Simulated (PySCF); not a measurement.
Gas-phase reaction: 2 WOF4 + 2 NO2 → 2 WO2F2 + 2 F2O + N2

Energies from PySCF (xtb for GFN2), thermal terms from the rigid-rotor harmonic-oscillator model, ideal gas at 1 bar. † marks an energy on the PBE0/def2-TZVP geometry and frequencies; other levels use their own. Open shells (unrestricted): NO2 (multiplicity 2); the rest are closed-shell singlets. GFN2 has no spin-polarisation term. B3LYP is the form with VWN-RPA correlation. W: scalar-relativistic def2 core potential, no spin-orbit coupling. WO2F2: computed as isolated molecules; such fragments, hydroxides, amides, oligomers or adducts are transient or little studied in the gas. The harmonic model lacks anharmonicity and excited electronic states, which grow with temperature; levels with a mode under 35 cm⁻¹ are left out. Soft modes under 120 cm⁻¹ make the harmonic entropy rough for WOF4. Warning, point group unlike the PBE0 one: WO2F2 (GFN2-xTB).

| level | ΔE electronic, kJ | ΔH°(298 K), kJ | ΔS°(298 K), J/K | ΔG°(1200 K), kJ |
|---|---|---|---|---|
| B3LYP/def2-TZVP† | 853 | 843 | 164 | 650 |
| GFN2-xTB | 1484 | 1473 | 174 | 1269 |
| HF/def2-TZVP† | 895 | 885 | 164 | 692 |
| PBE/def2-TZVP† | 872 | 863 | 164 | 670 |
| PBE0/def2-QZVP† | 901 | 892 | 164 | 698 |
| ωB97M-V/def2-TZVP† | 834 | 824 | 164 | 631 |
| ωB97X-V/def2-TZVP† | 859 | 849 | 164 | 656 |
ΔH° is lowest at ωB97M-V/def2-TZVP† and highest at GFN2-xTB. No reference value is set beside these.
